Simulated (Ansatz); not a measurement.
The Bi1–H2 bond of BiBrH2 (SMILES [Br][BiH2]) is stretched (multiplicity 1, the rest rigid).
Geometry at rest (charge 0, multiplicity 1):
```xyz
4

Bi    -0.434    -0.486     0.405
H     -1.899    -0.157    -0.590
H     -0.035    -1.880    -0.664
Br     1.084     1.211    -0.923
```

Cores are frozen in the correlated methods. Filled d and f shells under p-block atoms count as core.

Run with Ansatz (Gaussian orbitals). Each number belongs to the level named beside it. In def2 rows elements past Kr take small-core potentials, without spin–orbit coupling.

FIC-MRCISD+Q on CASSCF(2,2)/def2-TZVPP, total energies (hartree):

```
R (Å)        CASSCF        MRCISD  weight c² of the reference
-----  ------------  ------------  --------------------------
1.801  -2787.176278  -2787.445330                     0.88996
3.152  -2787.104191  -2787.364884                     0.88987
5.764  -2787.091379  -2787.350113                     0.89049
```

### Question
Add the Davidson correction (E_MRCISD − E_CASSCF)(1 − c²)/c² and give the energies above the first point at the three levels.

### Answer

Corrections (hartree): -0.033266, -0.032263, -0.031817. Above the first point (kcal/mol):
- R = 3.152 Å: CASSCF 45.2, MRCISD 50.5, with the correction 51.1
- R = 5.764 Å: CASSCF 53.3, MRCISD 59.7, with the correction 60.7

Ansatz is a program for electronic structure.
